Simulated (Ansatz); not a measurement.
Reactions of `[Na][I]`.

Gas-phase electronic energies from Ansatz, PBE0-D4/def2-TZVP geometries. CCSD(T)/CBS is the MP2 limit (def2-TZVPP, def2-QZVPP) plus CCSD(T) − MP2 in def2-TZVPP, frozen cores. This one scheme is used for every species. Functionals use def2-TZVPP. def2 core potentials past Kr. For Br, I, Na outer-core shells are correlated without core-valence functions, which leaves a few kJ/mol of doubt a bond. Scalar relativity is left out up to krypton.

| reaction | HF/CBS(def2) (kJ/mol) | CCSD/CBS(def2) (kJ/mol) | B97M-V (kJ/mol) |
| --- | --- | --- | --- |
| `[Na][I]` + H₂S → `[Na][SH]` + HI | 133 | 113 | 101 |
| `[Na][I]` + HCl → `[Na][Cl]` + HI | 40 | 32 | 21 |
| `[Na][I]` + H–F → `[F][Na]` + HI | 136 | 111 | 97 |
| `[Na][I]` + CH₃SH → `C[S][Na]` + HI | 165 | 141 | 129 |
| `[Na][I]` + HBr → `[Na][Br]` + HI | 13 | 11 | 4 |

(1) Give the CCSD(T)/CBS values in the same order. (An estimate is asked.)

Largest T1 diagnostic: 0.013, for `[F][Na]`.

Answers

(1) Ansatz gave: 110, 31, 109, 137, 11 kJ/mol.
